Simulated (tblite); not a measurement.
Compound: C7H13FSSi.
SMILES with atom numbers: `[CH3:1][CH:2]([CH3:3])[C@@H:4]1[CH2:5][Si@H:6]([F:7])[CH2:8][C:9]1=[S:10]` (hydrogens: H11, H12, H13 on C1; H14 on C2; H15, H16, H17 on C3; H18 on C4; H19, H20 on C5; H21 on Si6; H22, H23 on C8)

Structure optimised with GFN2-xTB, isolated species.

Task: List the bond lengths, angles and torsions at this level.

Result: 
```csv
bond,length (Å)
C1–C2,1.527
C2–C3,1.526
C2–C4,1.550
C4–C5,1.541
C5–Si6,1.897
Si6–F7,1.618
Si6–C8,1.899
C8–C9,1.485
C9=S10,1.626
C4–C9,1.505
"C1–H11, C1–H12, C1–H13",1.088
C2–H14,1.096
"C3–H15, C3–H16, C3–H17",1.087
C4–H18,1.096
C5–H19,1.090
C5–H20,1.088
Si6–H21,1.449
C8–H22,1.095
C8–H23,1.087
```

Bonds in one row agree within 0.01 Å and their mean is given. A selection of angles:
```csv
angle,degrees
C1–C2–C3,111.0
C1–C2–C4,112.4
C3–C2–C4,111.0
C2–C4–C5,114.3
C2–C4–C9,109.7
C5–C4–C9,111.2
C4–C5–Si6,107.0
C5–Si6–F7,110.9
C5–Si6–C8,92.1
F7–Si6–C8,110.8
Si6–C8–C9,104.2
C8–C9–S10,122.7
C4–C9–C8,115.8
C4–C9–S10,121.5
```

Torsions: C1–C2–C4–C5 67° (synclinal); C2–C4–C5–Si6 -133° (anticlinal); C4–C5–Si6–F7 134° (anticlinal); C5–Si6–C8–C9 -29° (synperiplanar); Si6–C8–C9–S10 -148° (anticlinal); C2–C4–C9–C8 112° (anticlinal).

The C–C distances run from 1.485 Å (C8–C9, drawn single) to 1.550 Å (C2–C4, drawn single), a spread of 0.065 Å. Of the pairs four or more bonds apart, H11···H19 is among the closest relative to their van der Waals radii: 2.17 Å, 91 % of the sum of Bondi's values. The 5-membered ring C4–C5–Si6–C8–C9 has internal angles of 92.1° to 115.8° (sum 530°, against 540° for a flat polygon); it is puckered, 0.16 Å rms from its mean plane, widest ring torsion 30°. Si6 (fluorine-bound silicon) has angles from 92.1° to 119.8°.

Point group: C1 (no symmetry element, even within 0.4 Å). Its GFN2-xTB frequencies are all real (lowest 23 cm⁻¹). One conformer, not necessarily the lowest. 3 starts were optimised and ended at 0.00, 0.13 and 2.10 kcal/mol (GFN2-xTB); the lowest of these is shown.

The run took 2.5 s on Arm Neoverse N1, one thread, no GPU, on a shared host. This is the geometry optimisation.

These are computed values.
